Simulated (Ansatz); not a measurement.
Input (CCSDT(Q)/def2-SVP; Ansatz, a first-principles code):

Ansatz 0.2 input:
```yaml
crystal:
  periodic: [false, false, false]
  atoms:
    - {symbol: B, position_ang: [0.78637393, -0.99326566, 0.99886838]}
    - {symbol: F, position_ang: [2.06679956, -1.12882836, 0.85490990]}
    - {symbol: I, position_ang: [-0.42515218, 0.28539214, -0.23940625]}
basis:
  gaussian:
    orbitals: def2-SVP
magnetization: {spin_polarized: true, initial_magnetization: 1}
correlation: {method: ccsdt_q, electrons: outside_noble_gas}
```

Output:

```
Functional definition: HF
integrals: 0.06 GiB planned
1077 factors; integrals over basis functions are off by at most 1.0e-7 eV
mean field: 0.25 GiB planned
mean field evaluation 1: about -11445.8253 eV, gradient 1.6e1 eV
mean field evaluation 2: about -11445.8862 eV, gradient 1.6e1 eV
mean field evaluation 4: about -11447.5366 eV, gradient 2.4e0 eV
mean field evaluation 8: about -11447.6694 eV, gradient 4.8e-1 eV
mean field evaluation 16: about -11447.6766 eV, gradient 3.7e-6 eV
mean field evaluation 32: about -11444.8367 eV, gradient 3.9e-1 eV
mean field evaluation 64: about -11444.8503 eV, gradient 5.1e-3 eV
mean field -11447.67658901 eV, -420.6943551324 hartree, gradient 3.7e-6 eV, S^2 0.758639; 1 other end points of the search recorded, 0 dependent functions left out
determinant -11447.67658901 eV, -420.6943551324 hartree, with singles and doubles -11457.39322813 eV, -421.0514350339 hartree
determinant -11444.85031397 eV, -420.5904914402 hartree, with singles and doubles -11454.66120733 eV, -420.9510351212 hartree
11 core orbitals not correlated
reference -11447.67658901 eV, -420.6943551324 hartree; 9, 8 occupied and 34, 35 virtual orbitals, 1077 factors
second order -9.25749138 eV of doubles, -0.00000000 eV of singles
coupled cluster: 1.14 GiB planned
cycle   1  -9.41109044 eV  change   -1.5e-1 eV  update   9.8e-2
cycle   2  -9.75361714 eV  change   -3.4e-1 eV  update   5.0e-2
cycle   3  -9.98839369 eV  change   -2.3e-1 eV  update   2.5e-2
cycle   4  -9.98596684 eV  change    2.4e-3 eV  update   9.8e-3
cycle   5  -9.97083257 eV  change    1.5e-2 eV  update   5.7e-3
cycle   6  -9.97602873 eV  change   -5.2e-3 eV  update   2.8e-3
cycle   7  -9.97877791 eV  change   -2.7e-3 eV  update   1.5e-3
cycle   8  -9.97815619 eV  change    6.2e-4 eV  update   7.3e-4
cycle   9  -9.97804809 eV  change    1.1e-4 eV  update   3.3e-4
cycle  10  -9.97828641 eV  change   -2.4e-4 eV  update   1.7e-4
cycle  11  -9.97810266 eV  change    1.8e-4 eV  update   8.8e-5
cycle  12  -9.97816170 eV  change   -5.9e-5 eV  update   4.7e-5
cycle  13  -9.97818312 eV  change   -2.1e-5 eV  update   2.5e-5
cycle  14  -9.97817737 eV  change    5.7e-6 eV  update   1.1e-5
cycle  15  -9.97818163 eV  change   -4.3e-6 eV  update   5.9e-6
cycle  16  -9.97818635 eV  change   -4.7e-6 eV  update   3.2e-6
cycle  17  -9.97818535 eV  change    1.0e-6 eV  update   1.7e-6
perturbative correction -0.02129553 eV, -0.0007825963 hartree
Total energy: -11457.67606989 eV, -421.0618292768 hartree
```
